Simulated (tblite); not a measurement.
HgI2, charge +1, doublet, geometry from GFN2-xTB (such geometries of metal compounds can be far from the true shape) (a state made from the parent by changing its charge; the spin is typed, not shown lowest); tblite 0.6.0 with GFN1-xTB with ALPB(water).

tblite was given this input:
```
$ tblite run mol.xyz --method gfn1 --charge 1 --spin 1 --alpb water --json tblite.json --no-restart

# file mol.xyz
3

Hg     0.00000000     0.00000000     0.00000000
I      0.00000000     0.00000000     2.68280601
I     -0.00000000    -0.00000000    -2.68280601
```

It wrote (shortened):

```
xTB calculator
 | screened Coulomb repulsion
 | Coulomb electrostatics
 |  * isotropic Klopman-Ohno-Mataga-Nishimoto electrostatics
 |  * onsite third-order electrostatics
 | DFT-D3(BJ) dispersion correction
 | Interactions (3)
 | [1] alpb/gbsa reaction field model
 | [2] cds contribution to solvation
 | [3] empirical free energy shift and standard state/solvent correction

halogen bonding energy    0.0000000000000E+00 Eh
repulsion energy          9.3888806925644E-03 Eh
dispersion energy        -1.3134984711096E-03 Eh
interaction energy       -5.6496184747981E-03 Eh
number of electrons       1.5000000000000E+01 e
integral cutoff           2.9931978625564E+01 bohr

------------------------------------------------------------
  cycle        total energy    energy error   density error
------------------------------------------------------------
      1     -8.359956047191  -8.3623818E+00   2.7593892E-01
      2     -8.372203189653  -1.2247142E-02   1.3895914E-01
      3     -8.372474259718  -2.7107006E-04   5.5584363E-02
      4     -8.372499233526  -2.4973808E-05   8.8890521E-04
      5     -8.372499234216  -6.9042727E-10   3.8281340E-04
      6     -8.372499235107  -8.9092111E-10   2.2007054E-06
------------------------------------------------------------

electronic energy        -8.3749249988536E+00 Eh
total energy             -8.3724992351070E+00 Eh

Post processing:
 | Mayer-Wiberg bond orders

[Info] JSON dump of results written to 'tblite.json'
```
